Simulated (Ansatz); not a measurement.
C9H14BF4N⁻, that is N-butylpyridinium tetrafluoroborate with one electron more. Total charge -1; doublet. Geometry r2SCAN-D4/def2-SVP.

Cartesian coordinates in Å:
```
C -3.025 -1.414 -2.580
C -2.492 -1.119 -1.182
C -1.082 -0.537 -1.182
C -0.570 -0.252 0.231
N 0.766 0.304 0.237
C 1.876 -0.537 0.192
C 3.113 -0.055 -0.150
C 3.305 1.323 -0.449
C 2.183 2.180 -0.264
C 0.957 1.674 0.080
H -3.056 -0.498 -3.195
H -4.044 -1.833 -2.553
H -2.380 -2.137 -3.108
H -3.172 -0.419 -0.662
H -2.501 -2.044 -0.575
H -1.061 0.399 -1.773
H -0.387 -1.234 -1.690
H -1.226 0.449 0.770
H -0.558 -1.162 0.851
H 1.694 -1.564 0.516
H 3.960 -0.749 -0.135
H 4.287 1.717 -0.716
H 2.290 3.267 -0.338
H 0.093 2.293 0.330
F -0.101 0.386 4.840
B 0.216 0.394 3.477
F 1.500 0.899 3.268
F 0.141 -0.931 2.974
F -0.728 1.201 2.786
```

At PBE-D4/def2-SVP, PBE0-D4/def2-SVP the highest occupied level of the relaxed charge -1 doublet lies above zero (up to 1.13 eV). By energy differences its removal costs 1.19 eV (each at its own geometry, to the charge 0 singlet, at PBE-D4/def2-SVP); self-interaction error and the lack of diffuse functions both raise the level.

Q: Estimate the α-spin orbital energies around the gap (eV) in Ansatz with PBE-D4/def2-SVP, PBE0-D4/def2-SVP.

A: 
```
orbital  PBE-D4/def2-SVP  PBE0-D4/def2-SVP
 HOMO−5            -3.18             -4.68
 HOMO−4            -2.93             -4.67
 HOMO−3            -2.44             -4.63
 HOMO−2            -2.37             -4.58
 HOMO−1            -2.33             -4.19
   HOMO             1.13              0.06
   LUMO             2.49              3.44
 LUMO+1             3.34              4.18
 LUMO+2             4.24              5.11
 LUMO+3             4.35              5.26
 LUMO+4             4.50              5.39
 LUMO+5             4.58              5.46
 β HOMO            -2.33             -3.71
 β LUMO             1.93              2.90
```
